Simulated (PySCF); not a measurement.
**Carbon: a sound run and one with changed settings**

Sound run: C²⁺ [He] 2s2, C³⁺ [He] 2s1. Computed with PySCF 2.14 in jorge-DZP-DKH, with scalar relativity by spin-free X2C-1e. The sound run starts from symmetry-adapted Hartree-Fock orbitals and uses a fine grid where one is needed.

Changed run: radial step 0.8 in ln r (0.13 in the sound run). This setting is unsound on purpose.

```
species  method  sound run (hartree)  changed run (hartree)  converged
    C²⁺     UHF            -36.41866              -36.41866        yes
    C²⁺  r2SCAN            -36.49735              -36.45621        yes
    C²⁺    TPSS            -36.53728              -36.51740        yes
    C³⁺     UHF            -34.73682              -34.73682        yes
    C³⁺  r2SCAN            -34.78489              -34.76056        yes
    C³⁺    TPSS            -34.80493              -34.79924        yes
```

Ionisation energy of C²⁺:

```csv
method,sound run (eV),changed run (eV)
UHF,45.765,45.765
r2SCAN,46.599,46.141
TPSS,47.139,46.754
```

A coarse radial grid mis-integrates the density and the exchange-correlation energy, with errors of either sign; Hartree-Fock needs no grid.

For comparison, NIST gives 47.888 eV between the lowest levels.
